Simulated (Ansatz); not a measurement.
Steps of a relaxation of CH7NSiZn (`[CH3][Zn][SiH2]N`) with RKS PBE0-D4/def2-TZVP.

```sh
$ ansatz run in.yaml --threads 4 --pin off --events-out ev --progress --plain --max-ram 10444MiB
```

```yaml
crystal:
  periodic: [false, false, false]
  atoms:
    - {symbol: C, position_ang: [-0.206540, 2.861020, 0.017730]}
    - {symbol: Zn, position_ang: [-0.319290, 0.788890, 0.010960]}
    - {symbol: Si, position_ang: [-0.529330, -1.612670, -0.049160]}
    - {symbol: N, position_ang: [1.067950, -2.243680, 0.217370]}
    - {symbol: H, position_ang: [-0.453030, 3.287730, 0.988270]}
    - {symbol: H, position_ang: [-0.895300, 3.307480, -0.697920]}
    - {symbol: H, position_ang: [0.784570, 3.231870, -0.237450]}
    - {symbol: H, position_ang: [-1.285000, -2.271970, 1.031870]}
    - {symbol: H, position_ang: [-1.154700, -2.194200, -1.267640]}
    - {symbol: H, position_ang: [1.831250, -1.913250, -0.351370]}
    - {symbol: H, position_ang: [1.159430, -3.241210, 0.337340]}
basis:
  gaussian: {orbitals: def2-TZVP}
hamiltonian: {xc: pbe0, dispersion: d4}
relax: {f_tol: 0.005, max_steps: 150}
```

Positions (Å) and forces (eV/Å) along the path, 9 of 9 steps:

```xyz
11
step=1 energy=-58927.1863 eV
C    -0.207    2.861    0.018    0.006   -0.916    0.009
Zn   -0.319    0.789    0.011   -0.186    1.121   -0.037
Si   -0.529   -1.613   -0.049    0.468   -0.103    0.038
N     1.068   -2.244    0.217    0.291    0.017   -0.059
H    -0.453    3.288    0.988   -0.070   -0.135    0.242
H    -0.895    3.307   -0.698   -0.176   -0.139   -0.175
H     0.785    3.232   -0.237    0.229   -0.138   -0.061
H    -1.285   -2.272    1.032   -0.366    0.134    0.322
H    -1.155   -2.194   -1.268   -0.190    0.151   -0.306
H     1.831   -1.913   -0.351    0.014    0.047   -0.013
H     1.159   -3.241    0.337   -0.019   -0.039    0.041
11
step=2 energy=-58927.3249 eV
C    -0.225    2.795    0.018   -0.071   -0.431   -0.021
Zn   -0.414    0.813   -0.001    0.226    0.366    0.016
Si   -0.480   -1.580   -0.038    0.012    0.143    0.011
N     1.113   -2.244    0.207   -0.077   -0.056   -0.018
H    -0.478    3.197    1.002   -0.014    0.018   -0.005
H    -0.899    3.238   -0.720    0.004    0.055    0.013
H     0.798    3.101   -0.224   -0.060   -0.062    0.006
H    -1.319   -2.102    1.088    0.040   -0.030   -0.107
H    -1.156   -2.041   -1.302   -0.001   -0.076    0.086
H     1.874   -1.935   -0.378   -0.053    0.057    0.010
H     1.186   -3.241    0.348   -0.006    0.016    0.010
11
step=3 energy=-58927.3413 eV
C    -0.225    2.776    0.017   -0.016   -0.120   -0.005
Zn   -0.374    0.823   -0.001    0.022    0.016   -0.010
Si   -0.485   -1.564   -0.039    0.016    0.026   -0.003
N     1.105   -2.227    0.209   -0.021   -0.068   -0.012
H    -0.473    3.176    1.003    0.006    0.026   -0.011
H    -0.901    3.223   -0.717    0.016    0.023    0.014
H     0.797    3.080   -0.229   -0.025    0.028    0.008
H    -1.327   -2.105    1.072    0.020    0.023   -0.018
H    -1.168   -2.057   -1.287    0.012    0.000    0.022
H     1.869   -1.900   -0.362   -0.040    0.028    0.014
H     1.182   -3.226    0.334    0.010    0.020    0.002
11
step=4 energy=-58927.3428 eV
C    -0.227    2.772    0.015   -0.008   -0.024   -0.003
Zn   -0.363    0.824   -0.005    0.014   -0.019   -0.004
Si   -0.480   -1.559   -0.038    0.025   -0.026   -0.001
N     1.103   -2.237    0.210   -0.006   -0.032   -0.015
H    -0.474    3.174    1.002    0.001    0.012    0.002
H    -0.907    3.221   -0.714    0.002    0.011    0.002
H     0.790    3.087   -0.232   -0.003    0.018    0.002
H    -1.324   -2.093    1.074   -0.008    0.021    0.000
H    -1.165   -2.053   -1.282   -0.002    0.006    0.005
H     1.872   -1.899   -0.347   -0.024    0.011    0.011
H     1.176   -3.238    0.317    0.009    0.022    0.000
11
step=5 energy=-58927.3435 eV
C    -0.228    2.768    0.014    0.010    0.038   -0.001
Zn   -0.349    0.821   -0.009   -0.006   -0.018   -0.003
Si   -0.479   -1.560   -0.037    0.031   -0.009   -0.001
N     1.101   -2.245    0.210   -0.012   -0.019   -0.012
H    -0.476    3.169    1.001   -0.004   -0.005    0.009
H    -0.911    3.217   -0.712   -0.008   -0.006   -0.006
H     0.786    3.098   -0.233    0.004    0.002    0.000
H    -1.328   -2.077    1.077   -0.011    0.006    0.004
H    -1.167   -2.052   -1.280   -0.005   -0.001    0.000
H     1.873   -1.892   -0.332   -0.013   -0.004    0.010
H     1.177   -3.247    0.302    0.013    0.016   -0.002
11
step=6 energy=-58927.3431 eV rejected
C    -0.226    2.769    0.014   -0.004    0.001    0.002
Zn   -0.342    0.819   -0.015    0.004    0.016   -0.001
Si   -0.479   -1.560   -0.040   -0.042   -0.048   -0.010
N     1.093   -2.254    0.199    0.129   -0.030   -0.006
H    -0.479    3.164    1.002    0.000   -0.002    0.000
H    -0.912    3.216   -0.712    0.000   -0.001    0.000
H     0.786    3.104   -0.231    0.002    0.003   -0.001
H    -1.333   -2.065    1.079    0.003    0.009   -0.009
H    -1.178   -2.051   -1.278    0.002    0.008    0.013
H     1.876   -1.887   -0.319   -0.025    0.024    0.008
H     1.195   -3.253    0.300   -0.070    0.021    0.004
11
step=7 energy=-58927.3438 eV
C    -0.227    2.771    0.014    0.004    0.014    0.000
Zn   -0.343    0.821   -0.012    0.003   -0.004   -0.002
Si   -0.476   -1.561   -0.038   -0.001   -0.007    0.000
N     1.100   -2.252    0.207    0.010   -0.001   -0.006
H    -0.479    3.167    1.002   -0.001   -0.003    0.001
H    -0.914    3.216   -0.711   -0.002   -0.002    0.000
H     0.784    3.105   -0.233   -0.003   -0.001    0.001
H    -1.331   -2.069    1.078   -0.001    0.004    0.004
H    -1.171   -2.052   -1.277    0.000    0.001   -0.002
H     1.876   -1.892   -0.325   -0.006   -0.001    0.006
H     1.180   -3.254    0.297   -0.003    0.002    0.000
11
step=8 energy=-58927.3439 eV
C    -0.228    2.772    0.013    0.003    0.003   -0.001
Zn   -0.336    0.821   -0.015    0.000   -0.001    0.001
Si   -0.474   -1.560   -0.038    0.002   -0.001    0.001
N     1.099   -2.258    0.206    0.006    0.005   -0.002
H    -0.482    3.164    1.002    0.001   -0.001   -0.002
H    -0.917    3.215   -0.711    0.002   -0.001    0.001
H     0.782    3.112   -0.233   -0.004    0.000    0.001
H    -1.330   -2.060    1.080   -0.002    0.000   -0.003
H    -1.171   -2.050   -1.276   -0.003   -0.001    0.003
H     1.878   -1.895   -0.319    0.000   -0.003    0.002
H     1.179   -3.260    0.291   -0.003   -0.001   -0.001
11
step=9 energy=-58927.3439 eV
C    -0.228    2.773    0.013    0.000   -0.001    0.000
Zn   -0.334    0.822   -0.015   -0.001    0.000    0.000
Si   -0.473   -1.560   -0.038    0.001    0.001    0.000
N     1.100   -2.259    0.206    0.000   -0.002    0.000
H    -0.483    3.164    1.002    0.000    0.000    0.000
H    -0.918    3.214   -0.711    0.000    0.000    0.000
H     0.781    3.114   -0.232    0.000    0.000    0.000
H    -1.329   -2.059    1.080   -0.001    0.000    0.000
H    -1.171   -2.050   -1.275    0.000    0.000    0.000
H     1.879   -1.898   -0.320    0.001    0.000    0.000
H     1.177   -3.261    0.291    0.000    0.000    0.000
```

Hardware: 4 threads of an Arm Neoverse V2 on a shared host. Wall time 31 s, peak host memory 0.52 GiB.
